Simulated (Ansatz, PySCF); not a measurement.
MoO₂F₂, SMILES [Mo]([F])(=[O])(=[O])[F], multiplicity 1. Atoms are numbered in the order given.

```xyz
5

Mo     0.0000     0.0000     0.0257
O      0.0000    -1.3411     1.0264
O      0.0000     1.3411     1.0264
F     -1.5251     0.0000    -1.0136
F      1.5251     0.0000    -1.0136
```

Geometry optimised at B3LYP-D3(BJ)/def2-SVP. The multiplicity is an assumed one; other spin states were not compared. The def2 effective core potentials stand for the cores of Mo; spin–orbit coupling is left out.

Two levels are set side by side: PBE-D3(BJ)/def2-SVP (Ansatz, an electronic-structure program) and B3LYP-D3(BJ)/def2-SVP (Ansatz). Each level has its own optimised geometry; the coordinates shown are those of the second. Frequencies come from the Hessian of PySCF at each geometry. Differences are taken from unrounded values.

| quantity | B3LYP-D3(BJ) | PBE-D3(BJ) | PBE-D3(BJ) minus B3LYP-D3(BJ) |
|---|---|---|---|
| mean bond length (Å) | 1.759 | 1.769 | 0.010 |
| bond Mo1–O2 (Å) | 1.673 | 1.687 | 0.014 |
| bond Mo1–O3 (Å) | 1.673 | 1.687 | 0.014 |
| bond Mo1–F4 (Å) | 1.846 | 1.852 | 0.006 |
| bond Mo1–F5 (Å) | 1.846 | 1.852 | 0.006 |
| highest harmonic wavenumber (cm⁻¹) | 1072 | 1027 | -44 |
| mean harmonic wavenumber (cm⁻¹) | 542 | 524 | -18 |
| zero-point energy (kcal/mol) | 6.97 | 6.75 | -0.23 |

Exact exchange shortens and stiffens bonds; PBE has none. Differences between two approximate levels are no errors against the true value.
